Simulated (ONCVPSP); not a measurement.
**Configuration tests for N (ONCV)**

* Element: nitrogen
* Generator: ONCVPSP 4.0.1
* Type: optimised norm-conserving Vanderbilt (ONCV)
* Functional: LDA (Perdew-Wang 92)
* Relativity: scalar-relativistic
* Frozen core: [He]
* Valence charge: 5
* Reference configuration: 2s2 2p2 (charge +1)
* Partial waves: 2s: rc 0.80 bohr, ncon 3, nbas 8, qcut 9.4 1/bohr, local; 2p: rc 2.15 bohr, ncon 4, nbas 9, qcut 5.8 1/bohr, 2 projectors, debl 1.7 Ha
* Local potential: the s channel
* Core correction: Teter function, fcfact 3.5, rcfact 1.05

Energies are relative to the spin-unpolarised reference configuration 2s2 2p2; without spin polarisation the order of configurations can differ from experiment.

```tsv
valence configuration	charge	ΔE all-electron (eV)	error AE − PS (meV)
2s2 2p3	0	-13.731	+114
2s2 2p1	+2	28.972	+327
2s2 2p0	+3	76.142	+1878
```

Task: What are ΔE and the potential's error for 2s1 2p4?

Result: ΔE = -2.526 eV all-electron; the error (AE − PS) is +280 meV.

Levels in the configuration 2s2 2p1:

```csv
level,all-electron (eV),pseudo (eV)
2s,-48.896,-48.549
2p,-37.619,-36.832
```
